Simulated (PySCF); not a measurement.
Structure with atom numbers: `[CH2:1]=[CH:2][C@@H:3]1[O:4][SiH2:5][O:6][C@@H:7]([CH:8]=[O:9])[O:10]1`. Hydrogens are named by the atom that carries them. Ha(Si5) is cis to C2 on the ring; Ha(C1) is cis to C3; Hb(Si5) is trans to C2 on the ring; Hb(C1) is trans to C3.

- shieldings: GIAO PBE0/pcSseg-1
- GFN2-xTB geometry
- code: PySCF 2.14.0 with density-fitted response routines
- no solvent, one computed conformer, no relativistic terms

Task: Predict the 2D correlation tables (HSQC, COSY, HMBC).

Result: 

HSQC (one-bond C–H):
```
           δH          δC
10.36 (H(C8))  208.9 (C8)
 6.17 (H(C2))  144.5 (C2)
 6.16 (H(C3))   94.9 (C3)
5.88 (Ha(C1))  122.1 (C1)
5.67 (Hb(C1))  122.1 (C1)
 5.45 (H(C7))   97.6 (C7)
```

COSY cross peaks (H two or three bonds apart, from the bond graph; peaks can be absent where the dihedral angle is near 90°):
```
            δH              δH
 10.36 (H(C8))    5.45 (H(C7))
  6.17 (H(C2))    6.16 (H(C3))
  6.17 (H(C2))   5.88 (Ha(C1))
  6.17 (H(C2))   5.67 (Hb(C1))
 5.88 (Ha(C1))   5.67 (Hb(C1))
5.47 (Ha(Si5))  5.24 (Hb(Si5))
```

HMBC (two and three bonds, from the bond graph):
```
            δH                                 δC
 10.36 (H(C8))                          97.6 (C7)
  6.17 (H(C2))              122.1 (C1), 94.9 (C3)
  6.16 (H(C3))  144.5 (C2), 122.1 (C1), 97.6 (C7)
 5.88 (Ha(C1))              144.5 (C2), 94.9 (C3)
 5.67 (Hb(C1))              144.5 (C2), 94.9 (C3)
5.47 (Ha(Si5))               97.6 (C7), 94.9 (C3)
  5.45 (H(C7))              208.9 (C8), 94.9 (C3)
5.24 (Hb(Si5))               97.6 (C7), 94.9 (C3)
```

References, each an isolated molecule treated in the same way: 1H and 13C vs TMS.

Shifts are as computed. Against solution values, carbons near 30 ppm lie about +3 ppm off and those near 130 ppm about +5 ppm. Of 1211 compounds with measured shifts, 218 miss one by over three times the rms of a fit or turn the order of signals round; such compounds aren't used in these exercises.
